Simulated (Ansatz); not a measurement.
Spectroscopic constants of ClO-, closed-shell singlet (lowest of 2S+1 = 1, 3, 5 at CCSD(T)/def2-TZVPP on PBE0 minima; our sources give no spin for the ground state, which may be another).

The constants come from a fifth-degree fit in 1/R (seven points, main isotopes). In def2 and cc sets the state is the lowest found near the PBE0 minimum, followed along R. The singlet is held restricted. HF and MP2 rows in def2 and cc sets belong to the determinant that coupled cluster picked by its CCSD energy.

Cores are frozen in the correlated methods.

The values were computed with Ansatz (an electronic-structure program). Each number belongs to the level named beside it.

Energies at MP2/aug-cc-pV(5+d)Z:

```csv
R (Å),E (hartree)
1.554537,-534.85315354
1.596325,-534.85648622
1.634771,-534.85770873
1.678231,-534.85733739
1.721691,-534.85543435
1.771837,-534.85170538
1.830341,-534.84574188
```

Question: With a reduced mass of 10.9749 u, find the minimum, the force constant and the constants.

Answer: A fifth-degree polynomial in 1/R puts the minimum at r_e = 1.6468 Å with force constant 408 N/m. Then ω_e = (1/2πc)√(k/μ) = 794 cm⁻¹ and B_e = h/(8π²cμr_e²) = 0.5664 cm⁻¹; the cubic and quartic terms give α_e = 0.0038 and ω_e x_e = 2.7 cm⁻¹.
